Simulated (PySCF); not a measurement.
```xyz
3
charge 0 multiplicity 3, angstrom
Te    0.0000    0.0000    0.0000
Mg    0.0000    0.0000    2.6175
Mg    0.0000    0.0000   -2.6175
```

All numbers come from UB3LYP/[Te def2-SVP with ECP28, Mg def2-SVP], scalar-relativistic core potentials, density fitting, no spin–orbit coupling, PySCF.

This geometry of Mg₂Te is a stationary point at this level.

Task: What is the point group?

Result: D∞h.

Task: Is it a minimum?

Result: No: it has 2 imaginary modes (one degenerate set), at 86i cm⁻¹ (πu).

Task: List the harmonic modes with their infrared intensities.

Result: 
```tsv
symmetry	ω (cm⁻¹)	IR (km/mol, summed over degenerate members)	type
πu	86i	–	bend
σg+	276	0.0	stretch
σu+	315	152	stretch
```

Task: What are the dipole moment and the gap between the highest occupied and lowest empty levels of either spin?

Result: 0.00 D and 1.14 eV.

In D∞h the vibrations span πu + σg+ + σu+. The σg+ mode carries no infrared intensity, as symmetry demands. With a centre of inversion only u modes can be infrared active and only g modes Raman active.

Only a few start shapes were tried, so a lower isomer may exist. At this level a triplet minimum of C2v symmetry lies 52 kJ/mol below this structure. Spin–orbit coupling, left out here, can matter for elements this heavy.
